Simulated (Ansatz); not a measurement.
Cl$_{3}$H$_{3}$SiSn, SMILES `Cl[Si](Cl)(Cl)[SnH3]`, relaxed with RKS PBE0-D4/def2-TZVP in Ansatz 0.2.0 from a PBE-D4/def2-SVP geometry. The force threshold is 0.005 eV/Å; the program also tests the step.

The species carries charge 0 and has multiplicity 1. Sn takes the def2 core potential.

Start:

```xyz
8

Cl    1.560   -1.650   -1.571
Si    0.271   -1.187   -0.008
Cl   -1.447   -2.335   -0.231
Cl    1.191   -1.748    1.770
Sn   -0.301    1.325    0.007
H    -1.065    1.729   -1.485
H    -1.367    1.640    1.325
H     1.157    2.227    0.192
```

**Question.** How much energy does the relaxation release, and in how many steps? (Best estimate.)

**Answer.** Computed: 4.00 kJ/mol, in 3 steps.

**Question.** Which bonds change most? (An estimate is asked.)

**Answer.** Computed: Si2–Cl4 from 2.079 to 2.046 Å; Cl1–Si2 from 2.078 to 2.046 Å; Si2–Cl3 from 2.079 to 2.046 Å; Sn5–H6 from 1.724 to 1.702 Å.

**Question.** Give the relaxed structure. (Best estimate.)

**Answer.** The calculation gave: 
```xyz
8

Cl    1.538   -1.638   -1.545
Si    0.269   -1.179   -0.007
Cl   -1.419   -2.315   -0.227
Cl    1.175   -1.737    1.741
Sn   -0.300    1.318    0.007
H    -1.053    1.716   -1.467
H    -1.352    1.630    1.309
H     1.141    2.207    0.190
```
